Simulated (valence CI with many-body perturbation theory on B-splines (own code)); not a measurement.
**E1 transitions of Xe V**

Calculated by configuration interaction combined with many-body perturbation theory (CI+MBPT): four valence electrons over a frozen Dirac-Fock core [Kr] 4d10, radial functions for each j: 11 s, 11 p, 10 d, 8 f, 5 g, 2 h, with the one-electron correlation potential Σ1 (screened to all orders), the two-electron term Σ2, the three-electron term Σ3, Breit, model QED; selected single and double excitations, second order for the rest, scaled by the run's own slope (own B-spline code, finite nucleus).

Against 46 measured levels this calculation errs by 473 cm⁻¹ on average and by 2120 at most. These come from a selection out of Saloman, J. Phys. Chem. Ref. Data 33, 765 (2004). Levels without a partner in it may be off by more. Among the levels kept, up to 540 cm⁻¹ of a level comes from second order outside the variational space, and about a tenth of that is noise between levels of different J, which matters for small intervals. 6 measured levels below the end of the list, from 169673 cm⁻¹ on, found no clear computed partner, and computed levels of the same name lie up to 2887 cm⁻¹ from them.

Lines 351 to 400 of 507 in falling wavelength, among levels below 318930 cm⁻¹, chosen from the strongest by gf and those to the six lowest levels. Wavelengths and rates use the calculated energies, so an error of 500 cm⁻¹ moves a line at 61.66 nm by 0.31 % and its rate by three times that or more. Electric multipoles are in the length gauge, E1 and E2 with the static RPA response of the core. Weak lines are less certain than strong ones. Lines between different terms over intervals too small for the method are left out, as are lines whose strength nearly cancels. Where a level lies close to another of its J and parity, the split of strength between their lines is uncertain. The highest levels of a list are the least certain.

Names give the largest LS component (configuration and term), which can be under half, so a name can repeat, a term be missing and a line seem to break the LS rules; names also repeat where a configuration has a term twice. Letters in brackets count levels of one name in rising energy.

```tsv
λ vac (nm)	λ from measured levels	Upper	Lower	A (s⁻¹)	S (a.u.)
61.96		5s 5p2 5d 1S_0	5s 5p3 3S°_1	1.66e+10	1.95e+00
61.86		5s 5p2 5d 3P_1 [a]	5s 5p3 3D°_1	7.90e+09	2.77e+00
61.71		5s2 5p 5f 3D_3	5s2 5p 5d 1D°_2	3.71e+09	3.02e+00
61.69		5s 5p2 6s 3P_0	5s 5p3 3P°_1	8.33e+09	9.66e-01
61.66	61.84	5s2 5p 5d 3P°_2 [a]	5s2 5p2 3P_1	1.05e+10	6.08e+00
61.44		5s 5p2 5d 3D_3 [a]	5s 5p3 3D°_3	2.59e+09	2.07e+00
61.29		5s 5p2 5d 3D_3 [c]	5s 5p3 3P°_2	2.08e+09	1.66e+00
61.22		5s2 5p 5f 3D_2	5s2 5p 5d 1D°_2	1.53e+09	8.64e-01
60.98		5s 5p2 5d 3D_2 [a]	5s 5p3 3D°_1	5.47e+09	3.06e+00
60.87		5s 5p2 5d 3G_4	5s 5p3 3D°_3	8.65e+08	8.66e-01
60.86	61.06	5s2 5p 5d 3D°_1	5s2 5p2 3P_1	5.69e+09	1.90e+00
60.74		5s 5p2 5d 1D_2	5s2 5p 5d 1D°_2	8.27e+09	4.57e+00
60.65		5s 5p2 6s 5P_3	5s 5p3 3P°_2	6.51e+08	5.02e-01
60.64		5s 5p2 5d 3G_3	5s 5p3 3D°_2	1.27e+09	9.80e-01
60.63		5s 5p2 5d 1G_4	5s 5p3 3D°_3	3.02e+09	2.99e+00
60.22		5s 5p2 5d 3F_2 [a]	5s 5p3 5S°_2	2.05e+08	1.10e-01
60.18		5s 5p2 5d 3S_1 [a]	5s 5p3 3P°_2	1.74e+09	5.61e-01
60.15	60.31	5s2 5p 6s 3P°_1	5s2 5p2 1D_2	1.29e+09	4.15e-01
60.13		5s 5p2 5d 3S_1 [a]	5s 5p3 3P°_1	6.28e+09	2.02e+00
60.12	60.34	5s2 5p 5d 1F°_3	5s2 5p2 1D_2	1.93e+10	1.45e+01
60.03		5s 5p2 5d 3D_3 [a]	5s 5p3 3D°_2	3.45e+09	2.58e+00
59.85		5s 5p2 5d 3D_1 [a]	5s 5p3 3D°_2	3.51e+09	1.11e+00
59.75		5s 5p2 5d 3D_3 [d]	5s2 5p 5d 1D°_2	1.16e+09	8.57e-01
59.75	59.92	5s2 5p 5d 3D°_2	5s2 5p2 3P_2	9.42e+09	4.96e+00
59.71		5s 5p2 6s 3P_1	5s 5p3 3P°_2	3.15e+09	9.93e-01
59.70		5s 5p2 5d 3S_1 [a]	5s 5p3 3P°_0	1.21e+09	3.80e-01
59.63		5s 5p2 5d 3F_2 [b]	5s 5p3 3D°_3	1.79e+09	9.37e-01
59.62		5s 5p2 5d 3D_2 [c]	5s 5p3 3P°_1	6.95e+08	3.63e-01
59.34	59.51	5s2 5p 5d 3D°_3	5s2 5p2 3P_2	1.81e+10	1.30e+01
59.23		5s 5p2 6s 3P_1	5s 5p3 3P°_0	4.21e+09	1.30e+00
59.20		5s 5p2 5d 3P_0 [a]	5s 5p3 3D°_1	7.22e+09	7.40e-01
59.18	59.32	5s2 5p 6s 1P°_1	5s2 5p2 1S_0	7.66e+09	2.35e+00
58.95		5s 5p2 5d 3F_2 [c]	5s 5p3 3P°_2	7.51e+08	3.80e-01
58.86		5s 5p2 5d 3S_1 [b]	5s 5p3 3P°_2	1.08e+09	3.26e-01
58.80		5s 5p2 5d 3F_3 [b]	5s 5p3 3D°_2	6.26e+09	4.40e+00
58.79		5s 5p2 5d 3F_3 [a]	5s 5p3 5S°_2	4.45e+09	3.13e+00
58.77		5s 5p3 1P°_1	5s2 5p2 3P_0	6.00e+09	1.80e+00
58.69	58.82	5s2 5p 5d 3P°_1	5s2 5p2 3P_2	4.89e+09	1.46e+00
58.59		5s 5p2 5d 3D_3 [b]	5s 5p3 3D°_3	9.51e+09	6.61e+00
58.30		5s 5p2 5d 3F_2 [b]	5s 5p3 3D°_2	6.18e+09	3.02e+00
58.10	58.29	5s2 5p 5d 1P°_1	5s2 5p2 1D_2	1.65e+09	4.78e-01
58.10		5s 5p2 6s 3P_2	5s 5p3 3P°_2	5.00e+09	2.42e+00
58.10		5s2 5p 5d 3P°_2 [b]	5s2 5p2 3P_2	2.77e+09	1.34e+00
58.06	58.24	5s2 5p 5d 3D°_2	5s2 5p2 3P_1	7.42e+09	3.58e+00
58.05		5s 5p2 6s 3P_2	5s 5p3 3P°_1	3.78e+09	1.82e+00
58.03		5s 5p2 5d 3F_2 [b]	5s 5p3 3D°_1	2.03e+09	9.80e-01
57.95		5s 5p2 5d 3D_2 [b]	5s 5p3 3D°_3	1.47e+09	7.05e-01
57.94		5s2 5p 5f 3F_3 [b]	5s 5p3 3P°_2	3.32e+09	2.23e+00
57.85		5s 5p2 6s 5P_2	5s 5p3 3D°_3	6.94e+08	3.31e-01
57.76		5s 5p2 5d 5P_3	5s 5p3 5S°_2	1.30e+10	8.65e+00
```
